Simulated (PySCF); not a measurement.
From one molecule to another.

First species: cis-Sn(PH3)2F4.
Structure used (PBE0-D3(BJ)/def2-SVP), in Å, numbered top down from 1:
```xyz
13
F4H6P2Sn angstrom
Sn    -0.818   -0.149   -0.804
P     -0.854   -0.004    1.951
H      0.296    0.021    2.782
H     -1.548   -1.076    2.559
H     -1.556    1.093    2.504
F     -0.785   -0.290   -2.730
P      1.897    0.076   -1.216
H      2.624   -1.005   -1.771
H      2.790    0.440   -0.176
H      2.206    1.092   -2.149
F     -2.715   -0.182   -0.432
F     -0.452    1.755   -0.570
F     -0.318   -1.965   -0.310
```

Second species: C4H7NSi.
SMILES: `C#C[Si@@H](C)N=C`

Levels: wB97X-D/def2-SVPD for dipole moment, HOMO energy, LUMO energy, HOMO–LUMO gap and static isotropic polarisability; TDDFT wB97X-D/def2-SVPD for lowest singlet excitation; PBE0-D3(BJ)/def2-SVP for rotational constant A and rotational constant C. Geometries: PBE0-D3(BJ)/def2-SVP. Each structure is a single optimised conformer of the isolated species (atoms past krypton carry core potentials, spin–orbit coupling is left out). Electronic properties by PySCF.

Dipoles, sizes and rotational constants follow the conformer. The torsions of the flexible species, by atom-mapped SMILES:
- `[CH:1]#[C:2][Si@@H:3]([CH3:4])[N:5]=[CH2:6]`: C2–Si3–N5–C6 118°

Values for the first species:

```
Dipole moment                   : 7.25 D
HOMO energy                     : -10.67 eV
LUMO energy                     : -0.31 eV
HOMO–LUMO gap                   : 10.36 eV
Lowest singlet excitation       : 6.17 eV
Static isotropic polarisability : 93.4 au
Rotational constant A           : 1.270 GHz
Rotational constant C           : 0.762 GHz
```

Estimate the same properties for the second species, and the change in each.

```json
{"property": "dipole moment", "first": "7.25 D", "second": "0.94 D", "second less first": "-6.31 D"}
{"property": "HOMO energy", "first": "-10.67 eV", "second": "-9.03 eV", "second less first": "+1.64 eV"}
{"property": "LUMO energy", "first": "-0.31 eV", "second": "0.87 eV", "second less first": "+1.18 eV"}
{"property": "HOMO–LUMO gap", "first": "10.36 eV", "second": "9.90 eV", "second less first": "-0.46 eV"}
{"property": "lowest singlet excitation", "first": "6.17 eV", "second": "4.14 eV", "second less first": "-2.03 eV"}
{"property": "static isotropic polarisability", "first": "93.4 au", "second": "80.4 au", "second less first": "-13.0 au"}
{"property": "rotational constant A", "first": "1.270 GHz", "second": "3.834 GHz", "second less first": "+2.564 GHz"}
{"property": "rotational constant C", "first": "0.762 GHz", "second": "1.478 GHz", "second less first": "+0.716 GHz"}
```

On the first: The dipole matches unit charges of opposite sign 1.51 Å apart (1 e·Å = 4.8032 D). The principal polarisabilities are 79.2, 91.6 and 109.5 au; their mean is the isotropic value. Atoms past krypton carry effective core potentials; spin–orbit coupling is left out.

On the second: The polarisability is 11.91 Å³ as a volume (1 au = 0.148185 Å³), or 1.55 au for each of the 52 electrons. The dipole equals about 3.1 × 10⁻³⁰ C·m (1 D = 3.33564 × 10⁻³⁰ C·m).
